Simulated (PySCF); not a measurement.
Job file and geometry (Å, from GFN2-xTB) of an NMR shielding run on `C=C[C@H]1CBB(Cl)CC1`, C6H11B2Cl, PySCF, GIAO PBE0/pcSseg-1 NMR shielding, non-relativistic, gas phase; density fitting, a coarse starting grid and PySCF grid level 2 are the driver's defaults:

```
$ OMP_NUM_THREADS=1 python probes_run.py task.json out

{"job": {"kind": "nmr", "xc": "PBE0", "basis": "pcSseg-1"}, "charge": 0, "multiplicity": 1}
C     -2.941766    -0.130343    -0.717196
C     -1.984137    -0.056502     0.188120
C     -0.523371     0.057316    -0.122724
C      0.027015     1.400012     0.394195
B      1.603851     1.475040     0.438451
B      2.351939     0.194067    -0.302865
Cl     3.653615     0.258738    -1.423956
C      1.663781    -1.226696    -0.072302
C      0.252892    -1.103460     0.521858
H     -2.722754    -0.117818    -1.772936
H     -3.982176    -0.206128    -0.449074
H     -2.229453    -0.072917     1.243337
H     -0.383791     0.005185    -1.207266
H     -0.393127     2.212178    -0.205627
H     -0.362182     1.570187     1.403879
H      2.078724     2.341747     1.070451
H      1.599510    -1.759723    -1.025776
H      2.266470    -1.869260     0.575609
H      0.316558    -0.925324     1.597802
H     -0.296745    -2.035618     0.370383
```

Q: What does the program print?

A: 
```
coarse grid: 17136 points
cycle   1  E = -744.4744693798  dE =  1.060e+00  |g| = 4.530e-01  |ddm| = 4.022e+00
cycle   2  E = -744.4744647969  dE =  4.583e-06  |g| = 4.703e-01  |ddm| = 8.711e-01
cycle   3  E = -744.5321385996  dE = -5.767e-02  |g| = 5.437e-02  |ddm| = 4.722e-01
cycle   4  E = -744.5326891683  dE = -5.506e-04  |g| = 3.068e-02  |ddm| = 9.551e-02
cycle   5  E = -744.5329061240  dE = -2.170e-04  |g| = 8.802e-03  |ddm| = 3.312e-02
cycle   6  E = -744.5329248164  dE = -1.869e-05  |g| = 2.888e-03  |ddm| = 9.381e-03
cycle   7  E = -744.5329267076  dE = -1.891e-06  |g| = 6.726e-04  |ddm| = 2.782e-03
final grid: 160504 points
cycle   8  E = -744.5829787529  dE = -5.878e-05  |g| = 8.834e-03  |ddm| = 3.912e-02
cycle   9  E = -744.5829717704  dE =  6.983e-06  |g| = 1.012e-02  |ddm| = 1.801e-02
cycle  10  E = -744.5829986282  dE = -2.686e-05  |g| = 1.452e-03  |ddm| = 1.062e-02
cycle  11  E = -744.5829991040  dE = -4.758e-07  |g| = 4.041e-04  |ddm| = 1.705e-03
cycle  12  E = -744.5829991430  dE = -3.901e-08  |g| = 1.149e-04  |ddm| = 3.643e-04
cycle  13  E = -744.5829991460  dE = -2.973e-09  |g| = 3.049e-05  |ddm| = 1.257e-04
cycle  14  E = -744.5829991462  dE = -2.442e-10  |g| = 6.990e-06  |ddm| = 3.699e-05
converged SCF energy = -744.5829991462

GIAO shielding tensors (ppm)
atom      isotropic    diamagn.    paramagn.     s11        s22        s33       span
  0 C       68.897     253.361    -184.465    -39.511     88.057    158.144    197.655
  1 C       31.053     255.771    -224.718    -95.238     43.743    144.654    239.891
  2 C      136.036     247.619    -111.583    119.820    131.595    156.692     36.872
  3 C      138.658     251.247    -112.589    105.073    143.901    167.000     61.927
  4 B       -2.607     190.414    -193.022   -104.856    -32.227    129.261    234.117
  5 B        8.634     190.866    -182.232    -92.068      4.376    113.594    205.663
  6 Cl     614.982    1147.238    -532.256    328.960    445.325   1070.662    741.702
  7 C      150.102     251.040    -100.938    128.673    156.087    165.546     36.873
  8 C      148.401     249.147    -100.745    138.125    144.410    162.670     24.545
  9 H       26.369      32.122      -5.753     22.904     25.429     30.773      7.868
 10 H       26.535      28.321      -1.786     23.678     25.319     30.608      6.930
 11 H       25.688      31.994      -6.305     22.534     25.534     28.997      6.463
 12 H       29.842      35.214      -5.372     26.565     30.113     32.848      6.283
 13 H       29.813      30.480      -0.667     25.037     28.883     35.518     10.481
 14 H       29.776      31.380      -1.604     25.293     29.179     34.855      9.562
 15 H       22.259      28.705      -6.446     12.560     25.424     28.793     16.232
 16 H       29.915      31.054      -1.139     24.932     30.587     34.226      9.294
 17 H       30.095      29.039       1.056     24.611     30.000     35.674     11.063
 18 H       30.471      33.091      -2.620     26.435     30.215     34.763      8.328
 19 H       29.868      32.399      -2.531     24.737     30.054     34.811     10.074
```

Size and cost of the density-fitted run: 215 basis functions, 78 s wall time on 1 thread of an Arm Neoverse N1, shared host; peak memory 1 GiB.
